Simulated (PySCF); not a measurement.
## Computed properties of N-methyl-N-silylethenamine (C₃H₉NSi), SMILES C=CN([SiH3])C

N-methyl-N-silylethenamine (C3H9NSi), SMILES C=CN(C)[SiH3]. Coordinates come from a PBE0-D3(BJ)/def2-SVP optimisation. Other conformers were not sampled. All values are computed for the isolated molecule unless a solvent is named; none is compared with measurement here.

**Structure.** All 36 harmonic modes at PBE0-D3(BJ)/def2-SVP (PySCF) are real, so it is a minimum. With heavy atoms numbered as in [CH2:1]=[CH:2][N:3]([CH3:4])[SiH3:5], the shortest bond between them is C1–C2 at 1.343 Å and the longest N3–Si5 at 1.756 Å.

**Vibrations.** The strongest infrared lines (harmonic, unscaled, degenerate partners summed) lie at 945 cm⁻¹ (243 km/mol, H 83 %, Si 10 %), 1723 cm⁻¹ (185 km/mol, C 84 %, H 12 %), 2213 cm⁻¹ (124 km/mol, H 96 %). The softest mode is at 74 cm⁻¹ and the zero-point energy is 70.6 kcal/mol.

**Electronic structure.** HF/def2-TZVP (PySCF) places the frontier levels at -8.43 and 3.48 eV, a gap of 11.91 eV, and gives a dipole moment of 1.44 D and a mean polarisability of 67.9 bohr³. PBE/def2-TZVP (PySCF) at the same geometry gives -4.87 and -0.42 eV, so its gap is 7.46 eV narrower. An orbital gap is neither the optical nor the fundamental gap.

**Excitations.** TDDFT-ωB97X/def2-SVPD (PySCF) has S1 at 5.96 eV (208 nm, f = 0.035, weak); the most intense of the 10 singlets computed lies at 6.00 eV (f = 0.25). T1 (TDA) is at 4.02 eV. TDDFT-PBE/def2-SVPD (PySCF) puts S1 at 4.62 eV. No vertical singlet excitation falls in the visible range (under 3.1 eV).

**NMR.** GIAO shifts at KT2/pcSseg-1 (PySCF) (non-relativistic, atoms alike by connectivity averaged): ¹³C from 44.5 to 142.8 ppm against TMS; ¹H from 3.2 to 6.2 ppm against TMS; ²⁹Si at -50.4 ppm against TMS.

**Solvation.** SMD-ωB97X/def2-SVP (PySCF) gives 1.8 kcal/mol in water, -2.4 kcal/mol in ethanol, -1.4 kcal/mol in dimethylsulfoxide (1 M in both phases, gas-phase geometry); of these solvents ethanol holds the molecule best.
